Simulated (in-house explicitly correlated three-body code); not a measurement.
Computed with an exponentially correlated three-body code. Model: two electrons around a point charge, non-relativistic, variational in 260 exponentially correlated functions (energies converged to about 1e-7 hartree, or 1e-8 relative for large Z).

Command:
```bash
python run_hyl.py task.json out
```
Settings (lengths in bohr, energies in hartree):
```
Z                      3
nuclear_mass           50
interaction_strength   1
functions              260
states_tried           13
```

Run time, properties included: 41 s on 1 thread of Arm Neoverse V1, with other jobs on the host.

**Those bound S and P states to n = 4 that converged, binding against the one-electron ion.**

Given: nuclear charge 3; mass of the centre 50 electron masses.

Computed: one-electron threshold -4.41176471 hartree.

```json
{"term": "1 1S", "energy (hartree)": "-7.13209494", "binding (eV)": "74.024"}
{"term": "2 3S", "energy (hartree)": "-5.01024723", "binding (eV)": "16.286"}
{"term": "2 1S", "energy (hartree)": "-4.94181647", "binding (eV)": "14.423"}
{"term": "2 3P", "energy (hartree)": "-4.93528582", "binding (eV)": "14.246"}
{"term": "2 1P", "energy (hartree)": "-4.89087052", "binding (eV)": "13.037"}
{"term": "3 3S", "energy (hartree)": "-4.6588597", "binding (eV)": "6.7238"}
{"term": "3 1S", "energy (hartree)": "?", "binding (eV)": "?"}
{"term": "3 3P", "energy (hartree)": "-4.63930517", "binding (eV)": "6.1917"}
{"term": "3 1P", "energy (hartree)": "-4.62632805", "binding (eV)": "5.8386"}
{"term": "4 3S", "energy (hartree)": "?", "binding (eV)": "?"}
{"term": "4 1S", "energy (hartree)": "-4.53900062", "binding (eV)": "3.4623"}
{"term": "4 3P", "energy (hartree)": "-4.53835738", "binding (eV)": "3.4448"}
```

Problem. What belongs in the row 3 1S?

Solution. energy (hartree): -4.64090151; binding (eV): 6.2351.

Problem. What belongs in the row 4 3S?

Solution. energy (hartree): -4.54621017; binding (eV): 3.6584.

**Converged states only, values per electron or pair.**

| term | mean r (bohr) | mean r squared (bohr²) | mean inverse r (1/bohr) | mean r12 (bohr) | mean inverse r12 (1/bohr) | mean cosine | mean p1 dot p2 (bohr⁻²) | delta r1 (bohr⁻³) | delta r12 (bohr⁻³) |
| --- | --- | --- | --- | --- | --- | --- | --- | --- | --- |
| 1 1S | 0.58461 | 0.46501 | 2.6342 | 0.87704 | 1.5407 | -0.036461 | 0.22982 | 6.4532 | 0.50455 |
| 2 3S | ? | ? | ? | ? | ? | ? | ? | ? | - |
| 2 1S | 1.6776 | 4.8883 | 1.7251 | 2.9011 | 0.4671 | -0.012563 | 0.0011011 | 4.2583 | 0.061146 |
| 2 3P | ? | ? | ? | ? | ? | ? | ? | ? | - |
| 2 1P | 1.568 | 4.2966 | 1.7097 | 2.6736 | 0.47637 | 0.012404 | 0.21597 | 4.0626 | 0.0085712 |
| 3 3S | 3.3002 | 21.234 | 1.5879 | 6.1196 | 0.20939 | -0.002295 | -0.00075882 | 4.117 | - |
| 3 1S | 3.5315 | 24.561 | 1.5824 | 6.578 | 0.21234 | -0.0034412 | -0.0024984 | 4.1086 | 0.017862 |
| 3 3P | 3.2965 | 21.522 | 1.5833 | 6.1172 | 0.22142 | -0.013363 | -0.08448 | 4.0331 | - |
| 3 1P | 3.4955 | 24.353 | 1.5779 | 6.5035 | 0.21453 | 0.0041246 | 0.061708 | 4.0525 | 0.0029557 |
| 4 3S | 5.8407 | 70.368 | 1.5353 | 11.187 | 0.11941 | -0.00074137 | -0.0016631 | 4.0764 | - |
| 4 1S | 6.1516 | 78.414 | 1.5331 | 11.807 | 0.12043 | -0.0012603 | -0.0022491 | 4.0736 | 0.0074498 |
| 4 3P | 5.9252 | 73.149 | 1.5334 | 11.358 | 0.12393 | -0.005151 | -0.034642 | 4.0429 | - |

Problem. What belongs in the row 2 3S?

Solution. mean r (bohr): 1.5243; mean r squared (bohr²): 3.9292; mean inverse r (1/bohr): 1.7456; mean r12 (bohr): 2.6116; mean inverse r12 (1/bohr): 0.45311; mean cosine: -0.0092071; mean p1 dot p2 (bohr⁻²): 0.010098; delta r1 (bohr⁻³): 4.3007.

Problem. What belongs in the row 2 3P?

Solution. mean r (bohr): 1.4305; mean r squared (bohr²): 3.5166; mean inverse r (1/bohr): 1.7294; mean r12 (bohr): 2.444; mean inverse r12 (1/bohr): 0.50595; mean cosine: -0.053209; mean p1 dot p2 (bohr⁻²): -0.32223; delta r1 (bohr⁻³): 3.9849.
